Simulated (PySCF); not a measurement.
Structure problem from calculated spectra and properties.

Formula: C7H12OSi.

| Property | Result |
| --- | --- |
| UV, first state | lowest singlet excitation: 5.40 eV (229 nm, f = 0.012) [TDDFT B3LYP/def2-SVPD] |
| Rotational structure | rotational constants A, B, C: 1.480, 1.175, 0.903 GHz [PBE0-D3(BJ)/def2-SVP] |
| 1H NMR | chemical shifts (computed TMS as zero) by class: 6.52 (1 H), 6.34 (1 H), 6.17 (1 H), 6.11 (3 H), 6.01 (3 H), 3.60 (3 H) ppm [GIAO B3LYP/pcSseg-1] |
| 13C NMR | chemical shifts (computed TMS as zero) by class: 144.6 (3 C), 142.4 (3 C), 51.8 (1 C) ppm [GIAO B3LYP/pcSseg-1] |
| Dipole | 0.99 D [B3LYP/def2-SVPD] |
| UV, strongest line | among the 10 lowest singlet transitions: S10 at 6.64 eV (187 nm, f = 0.093) [TDDFT B3LYP/def2-SVPD] |
| XPS | Si2p3/2 106.4, C1s 289.8 (×3), C1s 290.2 (×3), C1s 292.0, O1s 537.5, Si1s 1846.4 eV [ΔSCF SCAN, pcX-2 on the ionised atom, pcseg-1 elsewhere, spin-free X2C, 2p3/2 from a spin–orbit splitting computed afterwards within the 2p shell] |

Gas-phase values; electronic properties from PySCF, density fitting. Levels stand in brackets. The structure is a single PBE0-D3(BJ)/def2-SVP conformer in the gas phase; no vibrational or solvent corrections. Each NMR value is the plain mean over a class of atoms that symmetry, rotation or inversion makes alike.

Task: What is the compound? Reason from the data.

Result: 7 carbons fall into 3 classes; from least to most shielded: carbon bonded to C and 2 H (144.6 ppm, 3 C, up to 2.8 ppm apart in this geometry), carbon bonded to C, Si and H (142.4 ppm, 3 C, up to 6.0 ppm apart in this geometry), carbon bonded to O and 3 H (51.8 ppm). Hydrogen classes from least to most shielded: 1 H on a carbon bonded to C and 2 H (6.52 ppm), 1 H on a carbon bonded to C and 2 H (6.34 ppm), 1 H on a carbon bonded to C and 2 H (6.17 ppm), 3 H on 3 like atoms (carbon bonded to C and 2 H) (6.11 ppm), 3 H on 3 like atoms (carbon bonded to C, Si and H) (6.01 ppm), 3 H on a carbon bonded to O and 3 H (3.60 ppm). The core levels belong to: Si2p3/2 106.4 eV, silicon bonded to 3 C and O; C1s 289.8 eV, carbon bonded to C, Si and H; C1s 290.2 eV, carbon bonded to C and 2 H; C1s 292.0 eV, carbon bonded to O and 3 H; O1s 537.5 eV, oxygen bonded to C and Si; Si1s 1846.4 eV, silicon bonded to 3 C and O. One atom of each topological class was ionised and stands for its class. The optimised geometry has point group C1 and is an asymmetric top. Structure: Si(vinyl)3(OMe), `C=C[Si](C=C)(C=C)OC`. Computed isomers that give other values at the same levels: `CC(C)OC1=CC=C[SiH2]1` (rotational constant A: 2.988 GHz; this holds for the one conformer computed). The assignments are read from this structure; whether some other isomer fits the data as well wasn't checked.
